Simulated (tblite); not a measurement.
Compound: C₅H₇O₃P.
Atom-mapped SMILES: `[CH3:1][P@@:2](=[O:3])([OH:4])[c:5]1[cH:6][cH:7][o:8][cH:9]1` (hydrogens: H10, H11, H12 on C1; H13 on O4; H14 on C6; H15 on C7; H16 on C9)

Computed geometry: GFN2-xTB, gas phase.

Task: What internal coordinates does the optimisation give?

Result: 
| bond | length (Å) | order |
| --- | --- | --- |
| C1–P2 | 1.827 | single |
| P2=O3 | 1.466 | double |
| P2–O4 | 1.617 | single |
| P2–C5 | 1.803 | single |
| C5–C6 | 1.420 | aromatic |
| C6–C7 | 1.358 | aromatic |
| C7–O8 | 1.346 | aromatic |
| O8–C9 | 1.337 | aromatic |
| C5–C9 | 1.365 | aromatic |
| C1–H10, C1–H11, C1–H12 | 1.086 | single |
| O4–H13 | 0.959 | single |
| C6–H14 | 1.070 | single |
| C7–H15 | 1.072 | single |
| C9–H16 | 1.072 | single |

Bonds in one row agree within 0.01 Å and their mean is given. Orders are formal, as drawn. A selection of angles:
| angle | degrees |
| --- | --- |
| P2–C1–H10 | 109.0 |
| P2–C1–H11 | 107.8 |
| H10–C1–H11 | 109.3 |
| C1–P2–O3 | 116.4 |
| C1–P2–O4 | 102.3 |
| C1–P2–C5 | 106.4 |
| O3–P2–O4 | 111.7 |
| O3–P2–C5 | 114.6 |
| O4–P2–C5 | 104.0 |
| P2–O4–H13 | 107.4 |
| P2–C5–C6 | 125.7 |
| P2–C5–C9 | 128.5 |
| C6–C5–C9 | 105.7 |
| C5–C6–C7 | 105.8 |
| C5–C6–H14 | 125.8 |
| C7–C6–H14 | 128.4 |
| C6–C7–O8 | 110.7 |
| C6–C7–H15 | 132.1 |
| O8–C7–H15 | 117.2 |
| C7–O8–C9 | 107.2 |
| O8–C9–H16 | 118.0 |
| C5–C9–O8 | 110.6 |
| C5–C9–H16 | 131.4 |

Torsions: C1–P2–C5–C6 112° (anticlinal); H13–O4–P2–C1 -136° (anticlinal).

The 5-membered ring C5–C6–C7–O8–C9 has internal angles of 105.7° to 110.7° (sum 540°, against 540° for a flat polygon); it is planar, 0.00 Å rms from its mean plane, widest ring torsion 0°. P2 (phosphoryl phosphorus) is distorted tetrahedral (angles from 102.3° to 116.4°). The 3 C–C bonds span 1.358 Å (C6–C7, aromatic) to 1.420 Å (C5–C6, aromatic), a spread of 0.062 Å. The 2 O–P bonds span 1.466 Å (P2=O3, drawn double) to 1.617 Å (P2–O4, drawn single), a spread of 0.151 Å. The C–P distances run from 1.803 Å (P2–C5, drawn single) to 1.827 Å (C1–P2, drawn single), a spread of 0.024 Å. O8 (furan-type oxygen) is bent (angle 107.2°).

Point group: C1 (no symmetry element, even within 0.4 Å). Its GFN2-xTB frequencies are all real (lowest 20 cm⁻¹). One conformer, not necessarily the lowest (C1–P2–O4–H -136°, C1–P2–C5–C6 112°).
